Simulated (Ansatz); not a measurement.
In(NH2)3 (InN₃H₆). The state is a triplet with charge 0. Geometry PBE-D4/def2-SVP, that of the neutral singlet; atoms count from 1.

```xyz
10

In    0.011    0.022    0.003
N    -0.957    0.505    1.771
H    -0.740   -0.147    2.537
H    -1.981    0.507    1.679
N    -0.667    0.874   -1.761
H    -0.364    0.358   -2.597
H    -1.693    0.925   -1.812
N     1.974   -0.635    0.096
H     2.134   -1.312    0.854
H     2.283   -1.097   -0.770
```

In the def2 sets In takes a core potential; there is no spin–orbit coupling. At PBE0-D4/def2-TZVP a singlet of charge 0 lies 3.86 eV below the triplet at the same geometry.

(1) Estimate the Mulliken populations from the PBE0/def2-TZVP orbitals of Ansatz.

(2) Where does the spin sit?

(3) And the Mayer bond orders between heavy atoms (over 0.3)?

Answers

(1) 
```
atom  charge (e)  spin (α − β)
 In1        0.39          0.71
  N2       -0.64          0.28
  H3        0.22          0.02
  H4        0.21          0.02
  N5       -0.64          0.28
  H6        0.22          0.02
  H7        0.21          0.02
  N8       -0.42          0.62
  H9        0.22          0.03
 H10        0.22          0.03
```
Mulliken values depend strongly on the basis.

(2) Summed by element: In 0.71, N 1.17, H 0.12, of 2 unpaired in all. Largest on single atoms: In1 0.71, N8 0.62, N2 0.28.

(3) In1–N2 0.69 (2.07 Å); In1–N5 0.68 (2.07 Å); In1–N8 0.46 (2.07 Å).
